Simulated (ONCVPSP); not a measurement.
# Reading a pseudo-wave (hydrogen)

Columns: radius, all-electron u(r) and pseudo u(r) of the 1s shell (level -6.49 eV) of hydrogen in the configuration 1s1; PBE, scalar-relativistic, ONCV scheme, ONCVPSP 4.0.1.

```
r (bohr)  all-electron  pseudo
   0.078        0.1384  0.1158
   0.155        0.2543  0.2256
   0.232        0.3518  0.3268
   0.310        0.4341  0.4178
   0.388        0.5020  0.4950
   0.465        0.5565  0.5573
   0.542        0.6002  0.6061
   0.620        0.6349  0.6433
   0.698        0.6612  0.6697
   0.775        0.6801  0.6874
   0.852        0.6929  0.6983
   0.930        0.7006  0.7041
   1.008        0.7036  0.7056
   1.085        0.7027  0.7036
   1.162        0.6985  0.6989
   1.240        0.6914  0.6915
   1.318        0.6820  0.6820
   1.395        0.6707  0.6707
   1.472        0.6578  0.6578
   1.550        0.6435  0.6435
   1.628        0.6280  0.6280
   1.705        0.6119  0.6119
   1.782        0.5952  0.5952
   1.860        0.5779  0.5779
   1.938        0.5602  0.5602
   2.015        0.5425  0.5425
```

Problem. How many radial nodes do the two functions have?

Solution. The all-electron 1s function has n − l − 1 = 0; the pseudo-wave has 0.

Problem. At about which radius was the pseudo-wave matched?

Solution. 1.45 bohr. The columns agree to 0.0005 from 1.16 bohr on; several derivatives are matched, so the curves merge somewhat inside the radius.

Problem. Where does each function peak?

Solution. Outermost all-electron maximum near 1.01 bohr, pseudo maximum near 1.01 bohr (to the table’s step).

Problem. Is the pseudo-wave norm-conserving?

Solution. Yes: the ONCV scheme keeps the norm inside the radius equal to the all-electron one, which fixes the energy derivative of the logarithmic derivative at the level.
